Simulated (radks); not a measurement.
Problem. Bi3+, 80 electrons, occupied as [Hg] (the NIST ground configuration). All-electron calculation, non-relativistic Kohn-Sham, exchange-only LDA, spin-polarised, spherical densities, point nucleus; relativity is left out, which matters for an element this heavy. Program: a radial shooting solver on a logarithmic mesh with Libxc functionals. Some entries of the table are withheld. Estimate them.

| orbital | occ. | eigenvalue (eV) | <r^2> (bohr^2) | <1/r> (bohr^-1) |
|---|---|---|---|---|
| 1s | 2 | -80993.43 | 0.0004446 | 82.40 |
| 2s | 2 | -13711.03 | 0.006886 | 19.44 |
| 2p | 6 | -13214.80 | (1) | 19.49 |
| 3s | 2 | (2) | (3) | 7.571 |
| 3p | 6 | -3069.818 | 0.03878 | 7.532 |
| 3d | 10 | -2624.852 | (4) | 7.472 |
| 4s | 2 | -762.1022 | 0.1988 | 3.345 |
| 4p | 6 | -657.2938 | (5) | 3.263 |
| 4d | 10 | (6) | 0.2085 | 3.092 |
| 4f | 14 | -199.1869 | 0.2218 | 2.790 |
| 5s | 2 | -151.0890 | 0.9568 | 1.447 |
| 5p | 6 | -115.2058 | 1.099 | 1.343 |
| 5d | 10 | -56.4564 | 1.667 | 1.085 |
| 6s | 2 | -34.5946 | 5.579 | 0.5663 |

Solution. 
(1) 2p <r^2> (bohr^2): 0.005070
(2) 3s eigenvalue (eV): -3307.405
(3) 3s <r^2> (bohr^2): 0.04227
(4) 3d <r^2> (bohr^2): 0.02968
(5) 4p <r^2> (bohr^2): 0.2023
(6) 4d eigenvalue (eV): -463.1774
